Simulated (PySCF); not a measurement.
PSbSbSb tetrahedron, Sb3P.
Bonds: P1–Sb2, P1–Sb3, P1–Sb4, Sb2–Sb3, Sb2–Sb4, Sb3–Sb4.

A GFN2-xTB structure was refined with PBE0-D3(BJ)/def2-SVP geometry optimisation, gas phase, def2 core potentials past Kr (PySCF 2.14.0). Its GFN2-xTB values:

```json
{"coordinate": "P1–Sb2", "GFN2-xTB": "2.396 Å"}
{"coordinate": "P1–Sb3", "GFN2-xTB": "2.395 Å"}
{"coordinate": "Sb2–Sb3", "GFN2-xTB": "2.791 Å"}
{"coordinate": "P1–Sb2–Sb3", "GFN2-xTB": "54.4°"}
{"coordinate": "Sb2–P1–Sb3", "GFN2-xTB": "71.2°"}
{"coordinate": "Sb3–Sb2–Sb4", "GFN2-xTB": "59.2°"}
```

**Question.** How do these coordinates change at the PBE0-D3(BJ)/def2-SVP level?

**Answer.** 
| coordinate | PBE0-D3(BJ)/def2-SVP (Å or °) | change |
| --- | --- | --- |
| P1–Sb3 | 2.557 | +0.162 |
| P1–Sb2 | 2.556 | +0.160 |
| Sb2–Sb3 | 2.810 | +0.019 |
| Sb2–P1–Sb3 | 66.7 | -4.5 |
| P1–Sb2–Sb3 | 56.7 | +2.3 |
| Sb3–Sb2–Sb4 | 60.0 | +0.8 |

The energy falls by 0.333 eV over 4 energy and gradient evaluations, the largest force component goes from 0.0571 to 2.3e-04 Eh/bohr, and the atoms move by 0.083 Å rms after alignment. The bond that changes most is P1–Sb3 (ends: phosphorus bonded to 3 Sb; antimony bonded to P and 2 Sb), which lengthens by 0.162 Å. Bonds longer at the end by more than 0.005 Å: 5 of 6; shorter: 1. Rotational constants go from 909.7, 865.3, 529.2 to 859.2, 858.2, 529.7 MHz.

The run used 96 basis functions and 35 SCF cycles in all.

No frequency check. One conformer, not necessarily the lowest.
